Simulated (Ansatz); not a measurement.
One change: `CCB(S)Br` becomes `SB(Cl)Br`.

Ansatz, PBE0-D4/def2-TZVP geometries, multiplicity 1. Each molecule was computed in one conformer, which needn't be the lowest.

Scalar relativity is left out up to krypton.

```json
{"property": "LUMO energy (PBE/def2-TZVPP) / eV", "`CCB(S)Br`": "-1.94"}
{"property": "HOMO–LUMO gap (PBE/def2-TZVPP) / eV", "`CCB(S)Br`": "4.83"}
{"property": "size of the dipole moment (PBE/def2-TZVPP) / D", "`CCB(S)Br`": "2.08"}
{"property": "size of the dipole moment (ωB97M-V/def2-TZVPP) / D", "`CCB(S)Br`": "2.20"}
{"property": "HOMO–LUMO gap (B3LYP/def2-TZVPP) / eV", "`CCB(S)Br`": "6.50"}
{"property": "ideal-gas entropy at 298 K and 1 bar (rigid rotor, harmonic PBE0-D4/def2-TZVP) / J/(mol·K)", "`CCB(S)Br`": "368"}
```

Question: What does the change do to each property? (Best estimate.)

Answer: Computed: 
```tsv
property	`SB(Cl)Br`	shift
LUMO energy (PBE/def2-TZVPP) / eV	-2.33	-0.39
HOMO–LUMO gap (PBE/def2-TZVPP) / eV	4.76	-0.07
size of the dipole moment (PBE/def2-TZVPP) / D	1.12	-0.96
size of the dipole moment (ωB97M-V/def2-TZVPP) / D	1.13	-1.07
HOMO–LUMO gap (B3LYP/def2-TZVPP) / eV	6.43	-0.07
ideal-gas entropy at 298 K and 1 bar (rigid rotor, harmonic PBE0-D4/def2-TZVP) / J/(mol·K)	322	-46
```

With PBE0 the HOMO falls by 0.35 eV and the LUMO falls by 0.43 eV, so the gap narrows by about 0.08 eV. PBE moves the HOMO by -0.32 eV and ωB97M-V by -0.34 eV. The zero-point energy changes by -169.0 kJ/mol with -18 modes. Dipoles are sizes alone; their direction can turn. Modes under 60 cm⁻¹, often nearly free rotors, make the harmonic entropy too high.

B3LYP here is the variant with VWN-RPA as its local correlation; programs differ in this.

Spin–orbit coupling is left out; it splits and shifts lone-pair levels of the heavy atoms by tenths of an eV.
